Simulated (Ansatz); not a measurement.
Isolated molecules relaxed with PBE0-D4/def2-TZVP in Ansatz; ΔE leaves out vibrations. CCSD(T)/CBS is the MP2 limit (def2-TZVPP, def2-QZVPP) plus CCSD(T) − MP2 in def2-TZVPP, frozen cores. Each species was taken in one conformer, which may not be the lowest.

`BOC(C)F` → `OCCBF`  (isomerisation)

| species | CCSD/CBS(def2) energy (Eh) |
| --- | --- |
| `BOC(C)F` | -279.47283 |
| `OCCBF` | -279.49076 |

Problem. Work out ΔE.

Solution. ΔE = (-279.49076) − (-279.47283) = -0.01793 Eh = -47.1 kJ/mol. CCSD(T)/CBS gives -46.3 kJ/mol.

Largest T1 diagnostic among the species: 0.013.

In def2-TZVPP, CCSD(T) changes the Hartree–Fock value by −9.8 kJ/mol (the triples alone add +0.7 kJ/mol) and MP2 by −14.7 kJ/mol.
